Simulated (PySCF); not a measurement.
C4H9, SMILES [CH2]C(C)C, multiplicity 2. Atoms are numbered in the order given.

```xyz
13

C      0.1130    -1.4849     0.0000
C     -0.3711    -0.0686     0.0000
C      0.0925     0.6815    -1.2646
C      0.0925     0.6815     1.2646
H     -0.5714    -2.3362     0.0000
H      1.1888    -1.6900     0.0000
H     -1.4755    -0.0783     0.0000
H     -0.2792     1.7196    -1.2665
H     -0.2667     0.1861    -2.1797
H      1.1940     0.7183    -1.3123
H     -0.2792     1.7196     1.2665
H     -0.2667     0.1861     2.1797
H      1.1940     0.7183     1.3123
```
Charge 0, spin multiplicity 2.

Geometry: B3LYP-D3(BJ)/def2-SVP. A frequency run showed that this geometry is not a minimum. The isomer is the one that the SMILES or the coordinates give; other isomers of the formula were not compared.

All values below come from PySCF with PBE/def2-TZVP.

ESP charges are fitted to the potential on shells at 1.4 to 2.0 van der Waals radii. Atomic charges (e):

```tsv
atom	meta-Löwdin	Mulliken	ESP fit	Löwdin	Mulliken spin
C1	-0.27	-0.31	-0.65	-0.16	1.07
C2	-0.06	0.02	0.76	-0.36	-0.07
C3	-0.34	-0.35	-0.70	-0.29	0.02
C4	-0.34	-0.35	-0.70	-0.29	0.02
H5	0.12	0.13	0.18	0.11	-0.04
H6	0.11	0.11	0.20	0.11	-0.04
H7	0.11	0.07	-0.05	0.15	0.00
H8	0.11	0.11	0.15	0.12	0.01
H9	0.12	0.12	0.16	0.12	0.00
H10	0.11	0.10	0.17	0.12	0.00
H11	0.11	0.11	0.15	0.12	0.01
H12	0.12	0.12	0.16	0.12	0.00
H13	0.11	0.10	0.17	0.12	0.00
```

Computed Mayer and Wiberg (Löwdin basis) orders of the bonds:
```json
[
 {"bond": "C1–C2", "Mayer": "1.04", "Wiberg": "1.37"},
 {"bond": "C2–C3", "Mayer": "0.98", "Wiberg": "1.21"},
 {"bond": "C2–C4", "Mayer": "0.98", "Wiberg": "1.21"},
 {"bond": "C1–H5", "Mayer": "0.96", "Wiberg": "0.94"},
 {"bond": "C1–H6", "Mayer": "0.96", "Wiberg": "0.93"},
 {"bond": "C2–H7", "Mayer": "0.94", "Wiberg": "0.79"},
 {"bond": "C3–H8", "Mayer": "0.96", "Wiberg": "0.90"},
 {"bond": "C3–H9", "Mayer": "0.97", "Wiberg": "0.90"},
 {"bond": "C3–H10", "Mayer": "0.97", "Wiberg": "0.90"},
 {"bond": "C4–H11", "Mayer": "0.96", "Wiberg": "0.90"},
 {"bond": "C4–H12", "Mayer": "0.97", "Wiberg": "0.90"},
 {"bond": "C4–H13", "Mayer": "0.97", "Wiberg": "0.90"}
]
```
